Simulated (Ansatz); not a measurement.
Isolated molecules relaxed with PBE0-D4/def2-TZVP in Ansatz; ΔE leaves out vibrations. CCSD(T)/CBS adds triple-zeta CCSD(T) − MP2 to the extrapolated MP2 energy (def2 sets, frozen cores). This one scheme is used for every species. One conformer a species, not always the lowest.

`O[SiH](O)O[SiH](F)F` + `C[SiH3]` → `C[SiH2][SiH](F)F` + `O[SiH](O)O`  (formal exchange of groups at the Si–O bond)

`O[SiH](O)O[SiH](F)F`:

Z-matrix (Å, degrees):
```
Si
O 1 1.629
O 1 1.634 2 111.8
O 1 1.634 2 113.1 3 117.0
H 1 1.470 2 105.8 3 -118.9
H 2 0.959 1 118.9 3 -54.7
Si 3 1.602 1 145.4 2 37.1
H 4 0.958 1 117.9 2 56.4
F 7 1.588 3 109.0 1 -3.4
F 7 1.579 3 109.6 1 -120.0
H 7 1.464 3 112.7 1 118.3
```

`C[SiH3]`:

```xyz
8

C    -0.744   -0.482   -0.435
Si    0.666    0.431    0.389
H    -1.009   -1.377    0.132
H    -0.468   -0.789   -1.446
H    -1.630    0.153   -0.503
H     0.289    0.847    1.768
H     1.024    1.652   -0.383
H     1.873   -0.434    0.478
```

`C[SiH2][SiH](F)F`:

Z-matrix (Å, degrees):
```
C
Si 1 1.873
H 1 1.092 2 110.6
H 1 1.092 2 110.6 3 119.9
H 1 1.092 2 110.7 3 -120.1
Si 2 2.343 1 110.8 3 -59.9
H 2 1.490 1 111.4 3 -179.7
H 2 1.490 1 111.4 3 59.8
F 6 1.597 2 109.4 1 58.1
F 6 1.597 2 109.4 1 -58.1
H 6 1.483 2 117.1 1 -180.0
```

`O[SiH](O)O`:

Z-matrix (Å, degrees):
```
Si
O 1 1.641
O 1 1.633 2 105.0
O 1 1.630 2 114.4 3 -119.5
H 1 1.476 2 110.6 3 122.9
H 2 0.958 1 117.9 3 -173.6
H 3 0.958 1 116.6 2 25.4
H 4 0.959 1 117.6 2 72.3
```

```tsv
species	HF/def2-QZVPP energy (Eh)
`O[SiH](O)O[SiH](F)F`	-1004.30671
`C[SiH3]`	-330.33275
`C[SiH2][SiH](F)F`	-818.40918
`O[SiH](O)O`	-516.16029
```

Work out ΔE.

ΔE = (-818.40918) + (-516.16029) − (-1004.30671) − (-330.33275) = 0.06999 Eh = +183.8 kJ/mol. CCSD(T)/CBS gives +155.3 kJ/mol.

Largest T1 diagnostic among the species: 0.012.

From PBE to PBE0 (25 % exact exchange), in def2-TZVPP and without D4, ΔE moves by +11.7 kJ/mol. Leaving LDA and LC-ωPBE aside and taking each functional with its dispersion term where it has one, the values, not all of them listed here, spread over 40.0 kJ/mol, from PBE-D4 to BHLYP-D4. LDA lies +8.2 kJ/mol from PBE without D4.
